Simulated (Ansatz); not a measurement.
Reaction (hydrogenolysis of the Sn–C bond): `N#[C][Sn]([C]#N)([C]#N)[C]#N` + H₂ → `N#[C][SnH]([C]#N)[C]#N` + `C#N`

Computed with Ansatz on PBE0-D4/def2-TZVP structures; ΔE is electronic, products minus reactants. CCSD(T)/CBS adds triple-zeta CCSD(T) − MP2 to the extrapolated MP2 energy (def2 sets, frozen cores). This one scheme is used for every species. DFT in def2-TZVPP. Elements past krypton have def2 core potentials. For Sn outer-core shells are correlated without core-valence functions, which leaves a few kJ/mol of doubt a bond.

```
             level  ΔE (kJ/mol)
       LDA (SPW92)        -46.3
           ωB97X-V        -37.5
  CCSD(T)/def2-SVP        -38.4
SCS-MP2/def2-TZVPP        -26.2
```

Problem. What does CCSD(T)/CBS give? (Best estimate.)

Solution. Computed: -28.9 kJ/mol. The listed levels differ from it by -17.4, -8.6, -9.5, 2.7 kJ/mol.

Largest T1 diagnostic among the species: 0.015.

From r2SCAN to r2SCAN0 (25 % exact exchange), in def2-TZVPP and without D4, ΔE moves by −5.2 kJ/mol. At CCSD(T), def2-SVP lies −9.5 kJ/mol from the extrapolated value and def2-TZVPP −1.0 kJ/mol. Leaving LDA and LC-ωPBE aside and taking each functional with its dispersion term where it has one, the values, not all of them listed here, spread over 13.3 kJ/mol, from CAM-B3LYP-D4 to revPBE-D4. LDA lies −7.6 kJ/mol from PBE without D4.
